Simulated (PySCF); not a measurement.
## A small calculation by hand: entropy of an ideal gas

H6Si3, SMILES [SiH2]1[SiH2][SiH2]1.

Coordinates come from a PBE-D3(BJ)/def2-SVP optimisation.

PBE-D3(BJ)/def2-SVP run with PySCF 2.14.0 gives the harmonic wavenumbers 186, 186, 329, 366, 366, 380, 493, 576, 576, 590, 590, 639, 841, 845, 845, 2153, 2153, 2153, 2179, 2179, 2189 cm⁻¹ and the rotational temperatures 0.2393, 0.2393, 0.1320 K. The molar mass is 90.30 g/mol, the symmetry number 6, the spin multiplicity 1.

Task: Work out the entropy at 298.15 K and 1 atm in the rigid-rotor, harmonic-oscillator model.

Result: 
Translation (Sackur–Tetrode at 1 atm): S = R[1.5 ln M + 2.5 ln T − 1.16487] = 164.9 J/(mol K).
Rotation: q = (√π/σ) T^1.5/√(θA θB θC) = 17500, S = R[ln q + 3/2] = 93.7 J/(mol K).
Vibration: with u = 1.4388 ν/T, each mode gives R[u/(e^u − 1) − ln(1 − e^−u)]:
| ν (cm⁻¹) | modes | u | S (J/(mol K)) |
|---|---|---|---|
| 186 | 2 | 0.90 | 18.97 |
| 329 | 1 | 1.59 | 5.29 |
| 366 | 2 | 1.77 | 9.18 |
| 380 | 1 | 1.83 | 4.35 |
| 493 | 1 | 2.38 | 2.83 |
| 576 | 2 | 2.78 | 4.12 |
| 590 | 2 | 2.85 | 3.91 |
| 639 | 1 | 3.08 | 1.62 |
| 841 | 1 | 4.06 | 0.74 |
| 845 | 2 | 4.08 | 1.45 |
The stiffer modes add less than 0.005 each. Sum 52.5 J/(mol K).
Spin: R ln 1 = 0.0 J/(mol K).
Total 311.1 J/(mol K); the program's own thermochemistry gives 311.1. Translation makes up 53 % and vibration 17 %. Anharmonicity, hindered rotation and orbital degeneracy are left out.
